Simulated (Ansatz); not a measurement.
C10H11ClOTi, SMILES `[OH][Ti]12345678([Cl])([C@H]9[C@@H]1[C@@H]2[C@@H]3[C@H]94)[C@H]1[C@@H]5[C@@H]6[C@@H]7[C@H]18`, 24 atoms. Total charge 0; spin multiplicity 1. Correlated methods include outer-core shells of Ti, which these sets cover unevenly. Scalar relativity is left out up to krypton. Hardware: A = 11 threads of an AMD EPYC 7R13 on a shared host and a whole NVIDIA H100 80 GB; B = 11 threads of an AMD EPYC 7R13 on a shared host. Correlated methods freeze the cores.

Task: Give the basis size and wall time and peak host memory of each of these runs in Ansatz. RHF-CCSD(T)/def2-TZVPP energy [A]; RKS LC-ωPBE/def2-TZVPP energy [A]; RHF-CCSD(T)/def2-SVP energy [A]; RKS PBE0-D4/def2-QZVPP energy [A]; RHF-MP2/def2-QZVPP energy [A]; RKS SPW92 (LDA)/def2-TZVPP energy [A]; RKS ωB97M-V/def2-SVP energy [B]; RKS PBE0-D4/def2-SVP energy [B]; RKS ωB97M-V/def2-QZVPP energy [A]; RKS PBE0-D4/def2-TZVP relaxation (13 steps) [A]; direct RPA on PBE orbitals/def2-TZVPP energy [A]; RKS ωB97M-V/def2-TZVPP energy and forces [A]. (Estimate.)

Result: Computed: Other jobs shared the machine, so times are rough.

```tsv
level	job	functions	wall time	peak host memory (GiB)
RKS SPW92 (LDA)/def2-TZVPP	energy [A]	601	2.2 s	1.2
RKS LC-ωPBE/def2-TZVPP	energy [A]	601	2.7 s	1.6
RKS PBE0-D4/def2-SVP	energy [B]	258	3.8 s	1.9
RKS PBE0-D4/def2-QZVPP	energy [A]	1120	4.5 s	1.9
RKS ωB97M-V/def2-TZVPP	energy and forces [A]	601	5.5 s	1.6
direct RPA on PBE orbitals/def2-TZVPP	energy [A]	601	6 s	4.6
RHF-CCSD(T)/def2-SVP	energy [A]	258	6 s	1.6
RKS ωB97M-V/def2-QZVPP	energy [A]	1120	7.5 s	2
RHF-MP2/def2-QZVPP	energy [A]	1120	7.5 s	2
RKS ωB97M-V/def2-SVP	energy [B]	258	11 s	2.3
RKS PBE0-D4/def2-TZVP	relaxation (13 steps) [A]	489	22 s	1.4
RHF-CCSD(T)/def2-TZVPP	energy [A]	601	100 s	4.2
```

LC-ωPBE has ω = 0.4 bohr⁻¹.
